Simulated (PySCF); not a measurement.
A structure optimised at PBE-D3(BJ)/def2-SVP, used in a PySCF frequency run:

```xyz
14

F      0.7406     1.1502     1.2679
C      0.5023     1.2184    -0.0853
F     -0.5103     2.1325    -0.2701
C      0.1056    -0.1472    -0.6143
Si    -1.7037    -0.5984    -0.1701
Si     1.3012    -1.5152    -0.0222
H      1.4169     1.6350    -0.5674
H      0.1652    -0.1249    -1.7245
H     -1.9574    -0.3282     1.2832
H     -1.8805    -2.0705    -0.4311
H     -2.6848     0.1587    -1.0180
H      0.9674    -1.9480     1.3760
H      2.7192    -1.0115    -0.0617
H      1.1693    -2.6918    -0.9475
```
Charge 0, spin multiplicity 1.

**Question.** Write its SMILES and formula.

**Answer.** FC(F)C([SiH3])[SiH3], C2H8F2Si2

**Question.** What are its rotational constants (standard atomic weights)?

**Answer.** 2.4156, 1.8592, 1.2466 GHz
